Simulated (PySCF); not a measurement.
# FH4LiSi2: which of two isomers lies lower

Structure I: `[Li][SiH2][SiH2]F`, a singlet. Structure II: `[Li][SiH](F)[SiH3]`, a singlet. Both are isolated molecules in the gas phase, relaxed with PBE0-D3(BJ)/def2-SVP; the shapes shown needn't be the lowest conformers.

I (Å):

```xyz
8

F     2.0970    0.6185   -3.1313
Li   -3.2335   -0.1914   -2.3194
Si   -1.2590    1.1475   -2.9666
Si    0.6799   -0.1226   -2.7682
H    -1.2234    1.6530   -4.3893
H    -0.9803    2.3754   -2.1326
H     0.8315   -0.6362   -1.3643
H     0.6071   -1.3351   -3.6527
```

II (Å):

```xyz
8

F     2.0104   -2.0225   -3.0311
Li   -1.2782   -1.8069   -1.8667
Si    0.8787   -0.8595   -2.6641
Si    1.9140    0.5636   -1.0922
H     0.8590    0.0530   -3.8732
H     0.9706    1.7079   -0.8301
H     2.1178   -0.1136    0.2342
H     3.2369    1.1567   -1.4792
```

Q: Estimate which is lower in electronic energy at CCSD(T)/def2-SVP + ΔMP2/def2-TZVPP, and by roughly how much.

A: The CCSD(T)/def2-SVP + ΔMP2/def2-TZVPP calculation puts structure I lower, by 6.2 kcal/mol.

How the difference moves with the method:

```json
{"level": "PBE0-D3(BJ)/def2-SVP", "geometry": "PBE0-D3(BJ)/def2-SVP", "E(II) − E(I) (kcal/mol)": "+6.4", "departure from the last row (kcal/mol)": "+0.2", "job, with rough time for the two": "optimisation, 4.1 min"}
{"level": "HF/def2-SVP", "geometry": "PBE0-D3(BJ)/def2-SVP", "E(II) − E(I) (kcal/mol)": "+5.6", "departure from the last row (kcal/mol)": "−0.6", "job, with rough time for the two": "part of the CCSD(T) run"}
{"level": "MP2/def2-SVP", "geometry": "PBE0-D3(BJ)/def2-SVP", "E(II) − E(I) (kcal/mol)": "+7.2", "departure from the last row (kcal/mol)": "+1.0", "job, with rough time for the two": "part of the CCSD(T) run"}
{"level": "CCSD(T)/def2-SVP", "geometry": "PBE0-D3(BJ)/def2-SVP", "E(II) − E(I) (kcal/mol)": "+6.6", "departure from the last row (kcal/mol)": "+0.4", "job, with rough time for the two": "single point"}
{"level": "CCSD(T)/def2-SVP + ΔMP2/def2-TZVPP", "geometry": "PBE0-D3(BJ)/def2-SVP", "E(II) − E(I) (kcal/mol)": "+6.2", "departure from the last row (kcal/mol)": "", "job, with rough time for the two": "single point, 44 s"}
```

As drawn, both hold the same kinds of bond in the same numbers.

The levels shown agree on the order. The largest departure from CCSD(T)/def2-SVP + ΔMP2/def2-TZVPP is that of MP2/def2-SVP, 1.0 kcal/mol. No reliable frequencies are at hand for I or II, so they aren't confirmed as minima. Levels run at GFN2-xTB geometries aren't shown. The last row adds to CCSD(T) the change of the MP2 difference between the two basis sets, here −0.4 kcal/mol.

The correlated steps freeze 11 core orbitals; the last core shell of Li is correlated, in a basis made for valence electrons. Codes used: PySCF 2.14.0; the last row on 2 threads of Intel(R) Xeon(R) Platinum 8259CL CPU @ 2.50GHz (Skylake/Cascade Lake) on a shared host.
